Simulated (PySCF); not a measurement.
Does the answer move with the share of exact exchange?

Species: C4H6F2O.
Cartesian coordinates in Å at the PBE0-D3(BJ)/def2-SVP level; atoms count from 1:
```xyz
13
C4H6F2O angstrom
C     -1.102   -0.905    0.289
C     -0.075    0.099   -0.148
C      1.347   -0.400   -0.189
F      1.755   -0.727    1.058
F      1.427   -1.516   -0.947
C     -0.277    1.540    0.006
O     -0.400    0.917   -1.253
H     -2.102   -0.454    0.281
H     -0.875   -1.264    1.303
H     -1.096   -1.767   -0.393
H      2.030    0.359   -0.609
H     -1.210    1.892    0.462
H      0.584    2.212    0.128
```

PySCF, def2-SVPD basis, density fitting, gas phase, PBE0-D3(BJ)/def2-SVP geometry; singlet excitations by full TDDFT with frozen cores, triplets by Tamm–Dancoff TDDFT and ionisation energies by ΔSCF, from the lowest of the holes tried. One functional is left out:

| functional | exact exchange (%) | HOMO energy (eV) | LUMO energy (eV) | lowest singlet excitation (eV) | lowest triplet excitation (eV) | dipole moment (D) | mean polarisability (au) | vertical ionisation energy (eV) |
| --- | --- | --- | --- | --- | --- | --- | --- | --- |
| LDA | 0 | -6.90 | -0.11 | 6.81 | 6.73 | 2.068 | 55.3 | 10.41 |
| PBE | 0 | -6.75 | -0.05 | 6.72 | 6.63 | 2.005 | 54.8 | 10.22 |
| PBE0 | 25 | -8.44 | 0.63 | 7.90 | 7.72 | 2.132 | 52.3 | 10.67 |
| BHandHLYP | 50 | -10.11 | 1.04 | 8.80 | 8.30 | 2.284 | 50.6 | 10.77 |

Problem. Predict the row of B3LYP (20 % exact exchange) by straight lines through the other rows, and check it.

Solution. 
| property | line | computed | computed − line | PBE0 (25 %), for comparison |
| --- | --- | --- | --- | --- |
| HOMO energy (eV) | -8.13 | -8.19 | -0.06 | -8.44 |
| LUMO energy (eV) | 0.41 | 0.32 | -0.09 | 0.63 |
| lowest singlet excitation (eV) | 7.61 | 7.58 | -0.03 | 7.90 |
| lowest triplet excitation (eV) | 7.39 | 7.46 | +0.07 | 7.72 |
| dipole moment (D) | 2.128 | 2.148 | +0.020 | 2.132 |
| mean polarisability (au) | 53.1 | 52.8 | -0.3 | 52.3 |
| vertical ionisation energy (eV) | 10.53 | 10.69 | +0.16 | 10.67 |
